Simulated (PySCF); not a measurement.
GeF₂ + NH₃ → HGeN + 2 HF

Level: PBE0 in the def2-TZVP basis family, all electrons, no relativity, computed in PySCF with density fitting; open shells unrestricted.

```
species                                      state and structure  ZPE (kJ/mol)  H(298 K) − H(0) (kJ/mol)  S° (J/(mol K))
   GeF₂            singlet, C2v, Ge–F 1.745 Å (×2); F–Ge–F 97.1°           9.7                      11.8           271.2
    NH₃        singlet, C3v, N–H 1.013 Å (×3); H–N–H 107.1° (×3)          90.6                      10.0           192.4
   HGeN  singlet, C∞v, Ge–H 1.520 Å, Ge–N 1.628 Å; H–Ge–N 180.0°          23.6                      10.6           233.4
     HF                                singlet, C∞v, H–F 0.920 Å          24.9                       8.7           173.6
```

Task: Is the gas-phase reaction uphill or downhill in electronic energy at this level, and by how much?

Result: At PBE0/def2-TZVP, ΔE = 581.0 kJ/mol, uphill. 

Task: Add zero-point, thermal and entropy terms for 298.15 K and 1 bar.

Result: ΔZPE = -26.9 and Δ[H(298) − H(0)] = 6.2 kJ/mol give ΔH° = 560.3 kJ/mol. ΔS° = 117.0 J/(mol K), so ΔG° = 560.3 − 298.15 × (0.1170) = 525 kJ/mol.

The structures come from searches over a few start shapes, so lower isomers are not excluded.
